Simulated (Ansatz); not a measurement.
Coupled-cluster diagnostics for Cu(NH3)(SiH3) (CuSiNH₆), Ansatz.

Geometry of the singlet (PBE0-D4/def2-TZVP):

```xyz
9

Cu   -0.055    0.154    0.114
N    -0.606    1.707    1.261
H    -0.420    2.591    0.800
H    -0.105    1.711    2.144
H    -1.598    1.676    1.473
Si    0.567   -1.598   -1.180
H     0.440   -2.939   -0.519
H     1.995   -1.557   -1.642
H    -0.218   -1.745   -2.450
```

Correlated methods freeze 15 core orbitals.

Problem. Estimate the CCSD(T) correlation energy, the shares of MP2 and (T), T1 and the reference's ⟨S²⟩ for: charge 0, singlet, own geometry in def2-TZVPP; and the rough time on 4 threads of Intel Xeon on a shared host.

Solution. 
```csv
state,basis,correlation (eV),MP2 share (%),(T) share (%),T1,⟨S²⟩ (pure),wall time
"charge 0, singlet, own geometry",def2-TZVPP,-24.615,100.4,4.1,0.022,0.00 (0.00),36 s
```
Customary marks for T1 are 0.02 (closed shells), 0.045 (open shells) and about 0.05 (3d metals). T1 exceeds 0.02 in 1 of 1 rows and 0.045 in 0; the higher it lies, the less the single-reference result can be trusted.
